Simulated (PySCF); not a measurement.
Species: C5H8ClF.
Geometry (PBE0-D3(BJ)/def2-SVP, Å), atoms numbered from 1 in this order:
```xyz
15
C5H8ClF angstrom
C      2.102   -0.184    0.144
C      0.732   -0.699   -0.106
F      0.766   -1.989   -0.481
C     -0.460   -0.090   -0.013
C     -1.737   -0.796   -0.349
C     -0.577    1.330    0.419
Cl    -1.107    2.404   -0.936
H      2.561   -0.708    0.998
H      2.121    0.894    0.340
H      2.733   -0.386   -0.736
H     -2.275   -0.242   -1.135
H     -2.403   -0.841    0.529
H     -1.556   -1.819   -0.699
H     -1.345    1.441    1.198
H      0.362    1.749    0.796
```

All values: wB97X-D/def2-SVPD (PySCF, non-relativistic), on one gas-phase PBE0-D3(BJ)/def2-SVP geometry that isn't relaxed in the solvent. The solvent is an IEF-PCM continuum (Bondi radii, 1.10 Å for H, scaled by 1.2), and excitations are vertical TDDFT with non-equilibrium linear response and a frozen core. The model holds no explicit solvent molecules, cavitation or dispersion.

| run | E − E(gas) (kcal/mol) | HOMO (eV) | HOMO–LUMO gap (eV) | dipole (D) | lowest singlet (eV) | static polarisability (au) |
| --- | --- | --- | --- | --- | --- | --- |
| gas | 0.00 | -8.93 | 10.40 | 2.03 | 6.49 | 78.3 |
| P | -4.20 | -8.82 | 10.35 | 2.75 | 6.36 | 104.1 |
| Q | -1.98 | -8.86 | 10.38 | 2.34 | 6.35 | 89.1 |

Task: The runs were made in acetone and benzene. Which run belongs to which solvent?

Result: P = acetone, Q = benzene. The dielectric constants are 2.271 (benzene), 20.49 (acetone), and the energy falls further as ε rises. The optical constants n² used for the excitations are 2.25, 1.85 in the same order. In this model the ground state sees the solvent through ε alone.

Task: How constant is the ratio of the lowering to (ε − 1)/(2ε + 1)?

Result: 
```csv
solvent,(ε − 1)/(2ε + 1),E − E(gas) (kcal/mol),ratio (kcal/mol),polarisation term (kcal/mol)
benzene,0.229,-1.98,-8.6,-2.13
acetone,0.464,-4.20,-9.0,-4.92
```

The ratio changes by +4.8 % in size from benzene to acetone. The polarisation term is half the interaction of the solute with the induced surface charges.

Hardware: INTEL XEON PLATINUM 8581C at 2.30 GHz, one thread, no GPU (shared host). Cost: 24 s wall, 0.97 GiB resident at most. This is the whole response run at wB97X-D/def2-SVPD in acetone, SCF included.

Note: wB97X-D ran without an empirical dispersion term, which enters the total energy and its gradient alone.
